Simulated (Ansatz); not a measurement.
The first iterations of a band of Cl + ClF5Mo (8 atoms, charge 0, multiplicity 2).

The calculation used UKS PBE/def2-SVP in Ansatz 0.2.0.

```json
{"movable images": "7", "climbing image": "yes", "spring": "5.0 eV/Å²", "optimiser": "quadratic models (default)", "start path": "straight line", "force threshold": "0.03 eV/Å", "iteration limit": "15", "end points": "relaxed"}
```

First end point:

```xyz
8
Properties=species:S:1:pos:R:3
Mo 0.000 -0.024 -0.056
F 0.000 -0.358 1.769
F 1.846 -0.062 -0.053
Cl 0.000 2.233 0.289
F -1.846 -0.062 -0.053
F 0.000 -1.856 -0.331
F 0.000 0.202 -1.888
Cl 0.000 0.466 4.392
```

Last end point:

```xyz
8
Properties=species:S:1:pos:R:3
Mo 0.217 0.012 0.041
F 0.405 -0.289 1.866
F 2.053 -0.054 -0.144
Cl 0.276 2.271 0.366
F -1.617 -0.009 0.221
F 0.171 -1.823 -0.201
F 0.044 0.225 -1.783
Cl -1.549 0.207 3.702
```

| iteration | highest image above the first end (eV) | largest band force component (eV/Å) |
| --- | --- | --- |
| 1 | 0.022 | 0.675 |
| 2 | 0.000 | 0.113 |
| 3 | 0.000 | 0.058 |
| 4 | 0.000 | 0.244 |

Does the band converge within its limit, and where does its top end?

It converged. It ended after 14 iterations with the highest image 0.000 eV above the first end. The highest image is an end point: on this band no image between the ends rises above it. Inner images lie up to 0.013 eV below the lower end, so the ends aren't the lowest states on this path.

Time of the run: 19 min on 4 threads of Arm Neoverse V2 (shared host), peak memory 0.46 GiB.
